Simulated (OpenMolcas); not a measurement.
## Sn: from RASSCF to RASPT2

| Property | Result |
| --- | --- |
| Program | OpenMolcas 26.06 |
| Basis | ANO-RCC [10s9p8d5f3g] |
| Scalar Hamiltonian | DKH2, point nucleus |
| Active space | 2 electrons in 9 orbitals (RAS2 5p; RAS3 5d 6s, at most 1 electron) |
| State averaging | 2S+1 = 3 even, 3 roots; 2S+1 = 1 even, 6 roots; 2S+1 = 3 odd, 18 roots; 2S+1 = 1 odd, 18 roots |
| Spin-orbit coupling | state interaction with AMFI integrals over the reference wave functions, term energies averaged over their components |

Methods on the same reference wave functions:
A. RASSCF
B. SS-RASPT2, IPEA 0.25 Eh, imaginary shift 0.1 Eh (closed shells correlated: 4d 5s)
C. MS-RASPT2, IPEA 0.25 Eh, imaginary shift 0.1 Eh (closed shells correlated: 4d 5s)

Energies in cm⁻¹ above 5s² 5p² ³P₀, the measured ground level; measured values from NIST Handbook of Basic Atomic Spectroscopic Data.

```csv
Level,A,B,C,Measured
5s² 5p² ³P₀,0.0,0.0,0.0,0.0
5s² 5p² ³P₁,1356,1397,1397,1692
5s² 5p² ³P₂,3071,2990,2990,3428
5s² 5p² ¹D₂,10279,8130,8130,8613
5s² 5p² ¹S₀,21549,19410,19410,17162
5s² 5p 6s ³P°₀,35755,35580,35580,34641
5s² 5p 6s ³P°₁,36128,35820,35820,34914
5s² 5p 6s ³P°₂,39171,39000,38990,38629
5s² 5p 6s ¹P°₁,40438,39740,39740,39257
5s² 5p 5d ³F°₂ [52 %],45453,45800,45810,
5s² 5p 5d ³F°₃,46726,47370,47390,47488
5s² 5p 5d ³F°₄,48713,49660,49680,48107
5s² 5p 5d ³D°₁,50552,48880,48880,
5s² 5p 5d ³D°₂ [52 %],51300,50030,50030,
5s² 5p 5d ³D°₃,52394,50940,50940,
5s² 5p 5d ³P°₂ [63 %],53374,52180,52180,
5s² 5p 5d ³P°₁,53683,52600,52600,
5s² 5p 5d ³P°₀,53848,52870,52870,
5s² 5p 5d ¹F°₃,57987,55490,55490,
5s² 5p 5d ¹P°₁,59128,56040,56040,
```

Deviations, from unrounded energies. A percentage is the sum of absolute deviations over the sum of measured energies, with the sign that they share, or ± where signs differ.

| Against measurement | Levels | A | B | C |
| --- | --- | --- | --- | --- |
| mean absolute deviation (cm-1) | 10 | 1200 | 780 | 780 |
| fine structure of the ground term (%) | 2 | -13.5 | -14.4 | -14.4 |
| other terms of the ground configuration (%) | 2 | +23.5 | ±10.6 | ±10.6 |
| other configurations (%) | 6 | ±2.2 | ±1.8 | ±1.8 |

B, C lie about equally close to measurement and A furthest from it. The largest miss of B in the table is 5s² 5p² ¹S₀, by +2200 cm-1. The ranking rests on the paired levels alone, and a cruder setting can come out closer through cancelling errors.

Between B and C the level of the table that moves most is 5s² 5p 5d ³F°₄, by 19 cm-1 (lowest in B, highest in C). Moves below CASPT2's spread within the term are not significant.

The two smallest mean deviations differ by little beside CASPT2's spread within terms, so their order carries little weight.

From A to B the spin-free energies of the other terms of 5s² 5p² shown, above ³P, scale by factors of 0.70 to 0.88.

The lowest spin-free term lies below A's lowest term by 0.510 hartree in B, 0.510 hartree in C.

Term energies are means over components that CASPT2 splits; among the terms shown or strongly mixed into the levels shown the widest spread is 270 cm-1 (5s² 5p 5d ¹F°, C). ANO sets are built for valence states and can reach diffuse excited orbitals poorly, and with the s shell closed the s pⁿ⁺¹ terms that mix with these levels are absent. With the s shell closed, the reference lacks s² → p² mixing. Computed and measured levels are paired by configuration, term and J; levels that our copy of the source lacks, or whose pairing is in doubt (as where it misses far off the trend of its configuration), stay unpaired and out of the deviations. Levels of configurations outside the active space are missing. Levels that lie high or do not pair safely by name in every column are left out.

A share in square brackets marks a mixed level and gives the weight of the term that names it, the lowest over the columns. ° marks odd parity.
